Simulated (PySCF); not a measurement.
**Polarisability and C₆ of Sb (antimony, neutral)**

[Kr] 4d10 5s2 5p3, high-spin 4S determinant. Calculation: PySCF 2.14, in aug-cc-pwCVDZ-PP with ECP28MDF (6s5p4d1f, 48 functions); scalar relativity through the core potential. Coupled (time-dependent) response in atomic units; α is the mean over directions. A double-zeta set is small for polarisabilities.

```tsv
method	mean α (bohr³)	C₆ (like pair)	S(−4)
UHF	43.53	483.2	459.1
PBE	46.44	514.0	601.3
PBE0	44.74	493.2	526.6
BLYP	46.81	516.0	630.6
HSE06	45.18	499.4	540.2
```

S(−4) is the Cauchy moment in α(ω) = α(0) + S(−4) ω² + …

Reference α: 43 ± 2 bohr³ (recommended; Schwerdtfeger and Nagle, table of static dipole polarizabilities (2023 update)). Published C₆: 492.0 (Chu and Dalgarno (2004); Tang, Norbeck and Certain (1976)).

α(iu) at UHF:

```json
{"u (hartree)": "0", "α(iu) (bohr³)": "43.53"}
{"u (hartree)": "0.0500", "α(iu) (bohr³)": "42.42"}
{"u (hartree)": "0.100", "α(iu) (bohr³)": "39.47"}
{"u (hartree)": "0.200", "α(iu) (bohr³)": "31.32"}
{"u (hartree)": "0.300", "α(iu) (bohr³)": "23.75"}
{"u (hartree)": "0.500", "α(iu) (bohr³)": "13.99"}
{"u (hartree)": "0.750", "α(iu) (bohr³)": "8.221"}
{"u (hartree)": "1.00", "α(iu) (bohr³)": "5.485"}
{"u (hartree)": "1.50", "α(iu) (bohr³)": "3.108"}
{"u (hartree)": "2.00", "α(iu) (bohr³)": "2.111"}
{"u (hartree)": "3.00", "α(iu) (bohr³)": "1.245"}
{"u (hartree)": "5.00", "α(iu) (bohr³)": "0.6150"}
```

A single London oscillator, α(iu) = α/(1 + u²/ω²), gives C₆ = (3/4) ω α². Matching the computed C₆ needs ω = 4 × 483.2 / (3 × 43.53²) = 0.340 hartree.

Energies and moments cover only the electrons outside the core potential.
